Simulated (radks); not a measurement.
Q: The mean radii <r> (bohr) of the occupied orbitals of an atom or ion are listed with their occupations. Method: scalar-relativistic Kohn-Sham, PBE, spin-polarised, spherical densities, finite nucleus; Fermi nuclear charge, rms radius of each element as measured or else 0.836 A^(1/3) + 0.57 fm; computed with a radial shooting solver on a logarithmic mesh with Libxc functionals.

orbital  occ.      <r>
1s up       1  0.02723
1s down     1  0.02723
2s up       1   0.1162
2s down     1   0.1161
2p up       3   0.1015
2p down     3   0.1015
3s up       1   0.2892
3s down     1   0.2895
3p up       3   0.2820
3p down     3   0.2823
3d up       1   0.2506

Name the element and its charge. Open shells, if any, are filled with parallel spins first.

A: Z = 53, iodine, charge +34: I34+ in [Ar] 3d1. The 1s radius gives Z: for a bare nucleus <r> = (2 gamma + 1)/(2Z) with gamma = sqrt(1 - (Z/c)^2), 0.02683 bohr for Z = 53, and screening makes it slightly larger (0.02723 here). The occupations add up to 19, and the charge is Z minus that.
